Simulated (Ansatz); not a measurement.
Reaction (cleavage of the Al–Si bond): `[AlH2][SiH]1C[SiH2]N1` + CH₃SH → `C[S][AlH2]` + `C1[SiH2]N[SiH2]1`

Program: Ansatz. Geometries: PBE0-D4/def2-TZVP. ΔE: electronic, gas phase. CBS: MP2 limit from def2 TZ/QZ plus the TZ coupled-cluster correction, frozen cores. This one scheme is used for every species. Functionals use def2-TZVPP. B3LYP here is the variant with VWN-RPA as its local correlation; programs differ in this.

| level | ΔE (kJ/mol) | difference from CCSD(T)/CBS |
| --- | --- | --- |
| PBE-D4 | -114.2 | 12.7 |
| r2SCAN-D4 | -127.7 | -0.8 |
| PBE0-D4 | -117.7 | 9.2 |
| ωB97X-V | -123.7 | 3.2 |
| B2PLYP | -128.6 | -1.7 |
| PBE | -114.9 | 12.0 |
| r2SCAN | -128.1 | -1.2 |
| B3LYP | -124.5 | 2.4 |
| SCS-MP2/def2-TZVPP | -130.9 | -4.0 |
| CCSD/def2-TZVPP | -123.8 | 3.1 |
| CCSD(T)/def2-TZVPP | -123.9 | 3.0 |
| HF/def2-QZVPP | -132.1 | -5.2 |
| SCS-MP2/def2-QZVPP | -132.8 | -5.9 |
| HF/CBS(def2) | -132.2 | -5.3 |
| MP2/CBS(def2) | -136.9 | -10.0 |
| CCSD/CBS(def2) | -126.7 | 0.2 |
| CCSD(T)/CBS | -126.9 | 0 |

Largest T1 diagnostic among the species: 0.012.

From PBE to PBE0 (25 % exact exchange), in def2-TZVPP and without D4, ΔE moves by −3.7 kJ/mol.
